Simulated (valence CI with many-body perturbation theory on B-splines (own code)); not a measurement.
Which ion has this spectrum?

A relativistic CI+MBPT calculation for an atom or ion with 6 electrons gives these levels (eV):

```
J  Parity       E     g
0    even    0.00      
1    even   42.78  1.49
2    even   52.53  1.25
2    even  102.50  1.24
0    even  125.55      
2     odd  134.31  1.86
1     odd  177.79  0.87
2     odd  189.48  1.35
3     odd  204.16  1.33
0     odd  224.51      
1     odd  229.60  1.28
2     odd  237.10  1.22
1     odd  248.86  1.58
2     odd  277.97  1.21
```

The energies are calculated, and their last digits are not significant.

(1) Which is it?
A. As27+
B. Br29+
C. Sr32+
D. Ge26+

Results:

(1) B. Br29+, ground level (2s^2 2p1/2^2) J=0.
